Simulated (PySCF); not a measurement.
SZn, singlet, geometry from GFN2-xTB (such geometries of metal compounds can be far from the true shape), atoms displaced at random by about 0.03 Å a coordinate; PySCF with HF/STO-3G, gradient by finite differences.

The PySCF input:
```python
from pyscf import gto, scf

mol = gto.M(
    atom='''
Zn    0.012027    0.046109   -0.717635
S    -0.014531    0.015614    1.317810
''',
    basis='sto-3g',
    charge=0,
    spin=0,
    verbose=4,
)

mf = scf.RHF(mol)
mf.conv_tol = 1e-11
mf.kernel()
scan, done = mf.as_scanner(), []
scan.scf_summary = {}
def energy(d):
    c = mol.atom_coords()
    c[1, 1] += d
    e = scan(mol.set_geom_(c, unit='Bohr', inplace=False))
    done.append(scan.converged)
    return e
h = 0.01
fd = (energy(h) - energy(-h)) / (2 * h)
print('dE/dx =', fd)
```

The log (banner, timings and long lists left out):

```
PySCF version 2.14.0

[INPUT] verbose = 4
[INPUT] num. atoms = 2
[INPUT] num. electrons = 46
[INPUT] charge = 0
[INPUT] spin (= nelec alpha-beta = 2S) = 0
[INPUT] symmetry False subgroup None
[INPUT] Mole.unit = angstrom
[INPUT] Symbol           X                Y                Z      unit          X                Y                Z       unit  Magmom
[INPUT]  1 Zn     0.012027000000   0.046109000000  -0.717635000000 AA    0.022727736100   0.087133381878  -1.356133607402 Bohr   0.0
[INPUT]  2 S     -0.014531000000   0.015614000000   1.317810000000 AA   -0.027459610316   0.029506183709   2.490299984213 Bohr   0.0

nuclear repulsion = 124.766303038686
number of shells = 13
number of NR pGTOs = 81
number of NR cGTOs = 27
basis = sto-3g
ecp = {}

******** <class 'pyscf.scf.hf.RHF'> ********
method = RHF
initial guess = minao
damping factor = 0
level_shift factor = 0
DIIS = <class 'pyscf.scf.diis.CDIIS'>
diis_start_cycle = 1
diis_space = 8
diis_damp = 0
SCF conv_tol = 1e-11
SCF conv_tol_grad = None
SCF max_cycles = 50
direct_scf = True
direct_scf_tol = 1e-13
Set gradient conv threshold to 3.16228e-06
Initial guess from minao.
init E= -2148.04025766502
  HOMO = -0.389969872070279  LUMO = -0.314160952147171  gap/eV = 2.06287
cycle= 1 E= -2150.06109740615  delta_E= -2.02  |g|= 0.489  |ddm|= 2.14
  HOMO = 0.000712564535729273  LUMO = 0.292695938734103  gap/eV = 7.94527
cycle= 2 E= -2150.43989793379  delta_E= -0.379  |g|= 0.366  |ddm|= 1.91
  HOMO = -0.153736300457401  LUMO = 0.236386277301642  gap/eV = 10.61578
cycle= 3 E= -2150.47375080154  delta_E= -0.0339  |g|= 0.173  |ddm|= 0.407
  HOMO = -0.23459594661581  LUMO = 0.215808531315678  gap/eV = 12.25613
cycle= 4 E= -2150.48620145124  delta_E= -0.0125  |g|= 0.108  |ddm|= 0.326
  HOMO = -0.240433537880711  LUMO = 0.190541550093523  gap/eV = 11.72743
cycle= 5 E= -2150.49308616602  delta_E= -0.00688  |g|= 0.0345  |ddm|= 0.29
  HOMO = -0.237779864193638  LUMO = 0.19193524404081  gap/eV = 11.69314
cycle= 6 E= -2150.49374032118  delta_E= -0.000654  |g|= 0.0056  |ddm|= 0.0662
  HOMO = -0.238852751282787  LUMO = 0.191199480463334  gap/eV = 11.70232
cycle= 7 E= -2150.49379084932  delta_E= -5.05e-05  |g|= 0.00159  |ddm|= 0.0284
  HOMO = -0.238692571308314  LUMO = 0.19118582823515  gap/eV = 11.69759
cycle= 8 E= -2150.49379330942  delta_E= -2.46e-06  |g|= 0.000462  |ddm|= 0.00459
  HOMO = -0.238623800465077  LUMO = 0.191197080866163  gap/eV = 11.69602
cycle= 9 E= -2150.49379355303  delta_E= -2.44e-07  |g|= 6.24e-05  |ddm|= 0.00191
  HOMO = -0.238634713626778  LUMO = 0.191190451083377  gap/eV = 11.69614
cycle= 10 E= -2150.49379355548  delta_E= -2.45e-09  |g|= 1.72e-05  |ddm|= 0.000172
  HOMO = -0.238635805741292  LUMO = 0.191188919716163  gap/eV = 11.69613
cycle= 11 E= -2150.49379355579  delta_E= -3.04e-10  |g|= 1.85e-06  |ddm|= 8.8e-05
  HOMO = -0.238635064978718  LUMO = 0.191189078745449  gap/eV = 11.69611
cycle= 12 E= -2150.49379355579  delta_E= -4.09e-12  |g|= 3.59e-07  |ddm|= 8.33e-06
  HOMO = -0.238635106618819  LUMO = 0.191189125969239  gap/eV = 11.69611
Extra cycle  E= -2150.49379355579  delta_E= -4.09e-12  |g|= 2.54e-07  |ddm|= 9.96e-07
converged SCF energy = -2150.49379355579
Create scanner for <class 'pyscf.scf.hf.RHF'>

WARN: Mole.unit (angstrom) is changed to Bohr

New geometry
   1 Zn     0.012027000000   0.046109000000  -0.717635000000 AA    0.022727736100   0.087133381878  -1.356133607402 Bohr
   2 S     -0.014531000000   0.020905772109   1.317810000000 AA   -0.027459610316   0.039506183709   2.490299984213 Bohr

******** <class 'pyscf.scf.hf.RHF_Scanner'> ********
method = RHF_Scanner
initial guess = minao
damping factor = 0
level_shift factor = 0
DIIS = <class 'pyscf.scf.diis.CDIIS'>
diis_start_cycle = 1
diis_space = 8
diis_damp = 0
SCF conv_tol = 1e-11
SCF conv_tol_grad = None
SCF max_cycles = 50
direct_scf = True
direct_scf_tol = 1e-13
Set gradient conv threshold to 3.16228e-06
init E= -2150.49381188518
  HOMO = -0.238635386943286  LUMO = 0.19121016085759  gap/eV = 11.69669
cycle= 1 E= -2150.49380266885  delta_E= 9.22e-06  |g|= 0.000707  |ddm|= 0.00602
  HOMO = -0.238651416558978  LUMO = 0.191198880869119  gap/eV = 11.69682
cycle= 2 E= -2150.49380316734  delta_E= -4.98e-07  |g|= 0.000264  |ddm|= 0.00218
  HOMO = -0.238642686811818  LUMO = 0.191198160919276  gap/eV = 11.69657
cycle= 3 E= -2150.49380326028  delta_E= -9.29e-08  |g|= 6.53e-05  |ddm|= 0.00126
  HOMO = -0.238653057911333  LUMO = 0.191200913351724  gap/eV = 11.69692
cycle= 4 E= -2150.49380326511  delta_E= -4.83e-09  |g|= 5.38e-05  |ddm|= 0.0002
  HOMO = -0.238646956467757  LUMO = 0.191199661680088  gap/eV = 11.69672
cycle= 5 E= -2150.49380326925  delta_E= -4.14e-09  |g|= 3.84e-05  |ddm|= 0.000204
  HOMO = -0.238647322569442  LUMO = 0.191199903734808  gap/eV = 11.69674
cycle= 6 E= -2150.49380327161  delta_E= -2.36e-09  |g|= 3.73e-05  |ddm|= 0.00011
  HOMO = -0.2386472860101  LUMO = 0.191199888044715  gap/eV = 11.69674
cycle= 7 E= -2150.49380327481  delta_E= -3.2e-09  |g|= 3.69e-05  |ddm|= 0.000124
  HOMO = -0.238647268222182  LUMO = 0.191199894105066  gap/eV = 11.69674
cycle= 8 E= -2150.49380329838  delta_E= -2.36e-08  |g|= 3.44e-05  |ddm|= 0.000954
  HOMO = -0.238647194046585  LUMO = 0.191199910188993  gap/eV = 11.69674
cycle= 9 E= -2150.4938033947  delta_E= -9.63e-08  |g|= 2.04e-05  |ddm|= 0.00538
  HOMO = -0.238647747259729  LUMO = 0.191199502149718  gap/eV = 11.69674
cycle= 10 E= -2150.49380342873  delta_E= -3.4e-08  |g|= 3.16e-06  |ddm|= 0.00517
  HOMO = -0.238647585099787  LUMO = 0.191199571027192  gap/eV = 11.69674
cycle= 11 E= -2150.49380342895  delta_E= -2.15e-10  |g|= 1.25e-06  |ddm|= 0.0004
  HOMO = -0.238647282951209  LUMO = 0.191199859289818  gap/eV = 11.69674
cycle= 12 E= -2150.49380342895  delta_E= -5.46e-12  |g|= 5.47e-07  |ddm|= 3.02e-05
  HOMO = -0.238647237866358  LUMO = 0.191199875097418  gap/eV = 11.69674
Extra cycle  E= -2150.49380342895  delta_E= -4.55e-13  |g|= 4.36e-07  |ddm|= 1.14e-06
converged SCF energy = -2150.49380342895

WARN: Mole.unit (angstrom) is changed to Bohr

New geometry
   1 Zn     0.012027000000   0.046109000000  -0.717635000000 AA    0.022727736100   0.087133381878  -1.356133607402 Bohr
   2 S     -0.014531000000   0.010322227891   1.317810000000 AA   -0.027459610316   0.019506183709   2.490299984213 Bohr

******** <class 'pyscf.scf.hf.RHF_Scanner'> ********
method = RHF_Scanner
initial guess = minao
damping factor = 0
level_shift factor = 0
DIIS = <class 'pyscf.scf.diis.CDIIS'>
diis_start_cycle = 1
diis_space = 8
diis_damp = 0
SCF conv_tol = 1e-11
SCF conv_tol_grad = None
SCF max_cycles = 50
direct_scf = True
direct_scf_tol = 1e-13
Set gradient conv threshold to 3.16228e-06
init E= -2150.49372814611
  HOMO = -0.238656608081716  LUMO = 0.191131603328982  gap/eV = 11.69513
cycle= 1 E= -2150.49377875895  delta_E= -5.06e-05  |g|= 0.00142  |ddm|= 0.012
  HOMO = -0.238607819729637  LUMO = 0.191176557216167  gap/eV = 11.69503
cycle= 2 E= -2150.49378075311  delta_E= -1.99e-06  |g|= 0.00053  |ddm|= 0.00436
  HOMO = -0.238637269138367  LUMO = 0.19118070579033  gap/eV = 11.69594
cycle= 3 E= -2150.49378112294  delta_E= -3.7e-07  |g|= 0.000149  |ddm|= 0.00251
  HOMO = -0.238611653813299  LUMO = 0.191173862676401  gap/eV = 11.69506
cycle= 4 E= -2150.49378114079  delta_E= -1.78e-08  |g|= 0.000108  |ddm|= 0.000348
  HOMO = -0.23862116382521  LUMO = 0.191175364268578  gap/eV = 11.69536
cycle= 5 E= -2150.49378116132  delta_E= -2.05e-08  |g|= 7.68e-05  |ddm|= 0.000494
  HOMO = -0.238620910454087  LUMO = 0.191175026642528  gap/eV = 11.69534
cycle= 6 E= -2150.49378117082  delta_E= -9.51e-09  |g|= 7.45e-05  |ddm|= 0.000222
  HOMO = -0.238620897104123  LUMO = 0.191175028128692  gap/eV = 11.69534
cycle= 7 E= -2150.49378118357  delta_E= -1.28e-08  |g|= 7.37e-05  |ddm|= 0.000248
  HOMO = -0.238620757920549  LUMO = 0.191175427690796  gap/eV = 11.69535
cycle= 8 E= -2150.4937812772  delta_E= -9.36e-08  |g|= 6.87e-05  |ddm|= 0.00189
  HOMO = -0.238620330079085  LUMO = 0.191176157370579  gap/eV = 11.69536
cycle= 9 E= -2150.49378166163  delta_E= -3.84e-07  |g|= 4.12e-05  |ddm|= 0.0107
  HOMO = -0.238622405367854  LUMO = 0.191174468458625  gap/eV = 11.69537
cycle= 10 E= -2150.49378179823  delta_E= -1.37e-07  |g|= 8.95e-06  |ddm|= 0.0101
  HOMO = -0.238621830994489  LUMO = 0.191174650007937  gap/eV = 11.69536
cycle= 11 E= -2150.49378179985  delta_E= -1.62e-09  |g|= 4.18e-06  |ddm|= 0.001
  HOMO = -0.238620662696634  LUMO = 0.191175764659574  gap/eV = 11.69536
cycle= 12 E= -2150.49378179992  delta_E= -6.87e-11  |g|= 1.18e-06  |ddm|= 0.000186
  HOMO = -0.238620666116326  LUMO = 0.19117588462488  gap/eV = 11.69536
cycle= 13 E= -2150.49378179992  delta_E= -2.27e-12  |g|= 4.79e-07  |ddm|= 1.68e-05
  HOMO = -0.238620551425724  LUMO = 0.191175930655024  gap/eV = 11.69536
Extra cycle  E= -2150.49378179992  delta_E= -3.18e-12  |g|= 3.51e-07  |ddm|= 9.76e-07
converged SCF energy = -2150.49378179992
dE/dx = -0.0010814515462698182
```
